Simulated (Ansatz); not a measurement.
Geometry optimisation, RKS PBE-D4/def2-mTZVP in Ansatz 0.2.0.

input.yaml

```yaml
crystal:
  periodic: [false, false, false]
  atoms:
    - { symbol: "N", position_ang: [0.428, -1.30642, 0.48503] }
    - { symbol: Ge, position_ang: [-0.17378, 0.16794, -0.16521] }
    - { symbol: H, position_ang: [1.194, -1.18538, 1.14635] }
    - { symbol: H, position_ang: [-1.31903, -0.13223, -1.14901] }
    - { symbol: H, position_ang: [0.72294, 1.1526, -1.05708] }
    - { symbol: H, position_ang: [-0.85214, 1.30349, 0.73992] }
total_charge: -1
basis:
  gaussian: { orbitals: def2-mTZVP }
hamiltonian:
  xc: pbe
  dispersion: d4
relax:
  f_tol: 0.015
  max_steps: 40
output:
  orbitals: {}
```

Run as:

```bash
$ ansatz run input.yaml --threads 1 --pin off --max-ram 2048MiB --backend cpu --events-out ev --progress --plain --runs-dir out
```

Q: Where does it end, and by what steps?

A: The forces met the threshold. Limits of this set-up: an anion without diffuse functions, the dipole of an ion depends on the origin. After 5 steps the energy has fallen by 0.125 eV; N1 moved furthest, 0.08 Å.

| step | energy less start (eV) | largest force component (eV/Å) | accepted |
| --- | --- | --- | --- |
| 0 | 0.0000 | 2.132 | yes |
| 1 | -0.0905 | 1.134 | yes |
| 2 | -0.1197 | 0.224 | yes |
| 3 | -0.1238 | 0.247 | yes |
| 4 | -0.1253 | 0.026 | yes |
| 5 | -0.1254 | 0.002 | yes |

```xyz
6
Properties=species:S:1:pos:R:3
N 0.435 -1.381 0.497
Ge -0.184 0.173 -0.176
H 1.204 -1.129 1.151
H -1.364 -0.130 -1.186
H 0.760 1.157 -1.060
H -0.851 1.310 0.775
```

Whether the end is a true minimum wasn't checked by a vibrational analysis.

Time of the run: 9.1 s on 1 thread of Arm Neoverse V1, with other jobs on the host, peak memory 0.11 GiB.
